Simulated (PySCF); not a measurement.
Point-charge models of `C=C[CH2][AlH2]` against its computed dipole.

Coordinates (PBE0-D3(BJ)/def2-SVP, Å) and charges (e) from the PBE0/pcSseg-1 density (PySCF):

```json
{"atom": "C1", "x": "-1.212", "y": "0.332", "z": "1.004", "Mulliken": "-0.2355", "IAO": "-0.3244", "Hirshfeld": "-0.1081", "ESP-fitted": "-0.6028"}
{"atom": "C2", "x": "-1.130", "y": "-0.056", "z": "-0.272", "Mulliken": "-0.2035", "IAO": "-0.0985", "Hirshfeld": "-0.0309", "ESP-fitted": "-0.0041"}
{"atom": "C3", "x": "0.140", "y": "-0.360", "z": "-1.009", "Mulliken": "-0.5433", "IAO": "-0.6342", "Hirshfeld": "-0.2191", "ESP-fitted": "-0.3986"}
{"atom": "Al4", "x": "1.723", "y": "0.038", "z": "0.103", "Mulliken": "+0.7824", "IAO": "+0.7497", "Hirshfeld": "+0.5006", "ESP-fitted": "+0.8577"}
{"atom": "H5", "x": "-2.167", "y": "0.537", "z": "1.495", "Mulliken": "+0.1314", "IAO": "+0.1539", "Hirshfeld": "+0.0489", "ESP-fitted": "+0.2264"}
{"atom": "H6", "x": "-0.321", "y": "0.465", "z": "1.638", "Mulliken": "+0.1049", "IAO": "+0.1212", "Hirshfeld": "+0.0405", "ESP-fitted": "+0.2256"}
{"atom": "H7", "x": "-2.072", "y": "-0.165", "z": "-0.828", "Mulliken": "+0.1143", "IAO": "+0.1436", "Hirshfeld": "+0.0445", "ESP-fitted": "+0.1295"}
{"atom": "H8", "x": "0.167", "y": "0.227", "z": "-1.946", "Mulliken": "+0.1467", "IAO": "+0.1504", "Hirshfeld": "+0.0358", "ESP-fitted": "+0.0924"}
{"atom": "H9", "x": "0.132", "y": "-1.417", "z": "-1.334", "Mulliken": "+0.1519", "IAO": "+0.1517", "Hirshfeld": "+0.0359", "ESP-fitted": "+0.0913"}
{"atom": "H10", "x": "2.300", "y": "1.521", "z": "0.170", "Mulliken": "-0.2233", "IAO": "-0.2060", "Hirshfeld": "-0.1738", "ESP-fitted": "-0.3083"}
{"atom": "H11", "x": "2.452", "y": "-1.116", "z": "0.926", "Mulliken": "-0.2260", "IAO": "-0.2073", "Hirshfeld": "-0.1744", "ESP-fitted": "-0.3090"}
```

Q: Form Σ q r in debye for every column and set it beside the full dipole.

A: The full density gives (-0.57, -0.27, -0.78) D, 1.00 D in size; dipole vectors point from the negative to the positive end.

```json
{"scheme": "Mulliken", "μx": "1.00", "μy": "-0.05", "μz": "-0.07", "size (D)": "1.01", "share of the full size (%)": "100", "angle to the full dipole (°)": "120"}
{"scheme": "IAO", "μx": "0.48", "μy": "0.03", "μz": "0.03", "size (D)": "0.48", "share of the full size (%)": "48", "angle to the full dipole (°)": "129"}
{"scheme": "Hirshfeld", "μx": "-0.14", "μy": "-0.05", "μz": "-0.16", "size (D)": "0.22", "share of the full size (%)": "22", "angle to the full dipole (°)": "6"}
{"scheme": "ESP-fitted", "μx": "-0.55", "μy": "-0.25", "μz": "-0.73", "size (D)": "0.95", "share of the full size (%)": "94", "angle to the full dipole (°)": "1"}
```

Q: Which set comes closest?

A: Length of the difference vector: ESP-fitted 0.06 D, Hirshfeld 0.78 D, IAO 1.36 D, Mulliken 1.74 D. Closest: ESP-fitted. ESP charges are fitted to the potential around the molecule, whose slowest-falling term is the dipole's. The schemes that divide the density aren't constrained to reproduce the dipole.

Q: What is left for the Hirshfeld atoms' own dipoles?

A: The Hirshfeld atoms' densities add up to the full density, so μ = Σ q r + Σ (atomic dipoles). The atomic dipoles sum to (-0.57, -0.27, -0.78) − (-0.14, -0.05, -0.16) = (-0.43, -0.22, -0.62) D, 0.78 D in size.

Q: With the origin at the mean of the coordinates, (0.001, 0.000, -0.005) Å, which are the largest single terms, by size, of the ESP-fitted dipole along the direction of the full one?

A: Al4 -4.41, H10 +2.74, H11 +2.70, C3 -1.53, H6 -1.32 D; all 11 atoms together +0.95 D. The single terms depend on the origin, their sum doesn't.

Q: Give the size of the full dipole in other units.

A: 1.00 D = 0.395 au = 0.209 e·Å = 3.35 × 10⁻³⁰ C·m.

One conformer (not necessarily the lowest) at the PBE0-D3(BJ)/def2-SVP geometry, without solvent, vibrations or thermal averaging.

The run behind these numbers computed NMR shieldings as well. Time: 6.8 s of wall time. Hardware: an x86-64 server with one thread, on a shared host.

Shape of the structure used: `[CH2:1]=[CH:2][CH2:3][AlH2:4]`: C1–C2–C3–Al4 -5°.
